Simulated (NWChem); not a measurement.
System: MgH2S2; SMILES [SH][Mg][SH]

The following NWChem deck was run.

```
start job
memory heap 200 mb stack 900 mb global 1100 mb
geometry units angstroms noautosym nocenter noautoz
  Mg    -0.065421    -0.217193     0.353590
  S      0.051057    -2.521357     0.395084
  H      0.968559    -2.568318    -0.598682
  S     -0.164368     2.088338     0.369093
  H     -1.142428     2.129154    -0.565219
end
basis spherical
  * library cc-pvtz
end
dft
  xc hfexch
  iterations 150
end
property
  efieldgrad
end
task dft property
```

All runs use the structure optimised with PBE0/def2-SVP.

Vzz is the largest principal value of the second derivative of the potential at the nucleus (NWChem prints the opposite sign); η is the asymmetry. Non-relativistic.

Atoms are numbered as in the input.

**Question.** Predict the main results of this run. (Hartree-Fock/cc-pVTZ.) Quantities: Vzz Mg1 (a.u.); η Mg1; Vzz S2 (a.u.); η S2; Vzz S4 (a.u.); η S4.

**Answer.** 
```json
{
 "Vzz Mg1 (a.u.)": "-0.782",
 "η Mg1": "0.00",
 "Vzz S2 (a.u.)": "1.855",
 "η S2": "0.55",
 "Vzz S4 (a.u.)": "1.854",
 "η S4": "0.55"
}
```
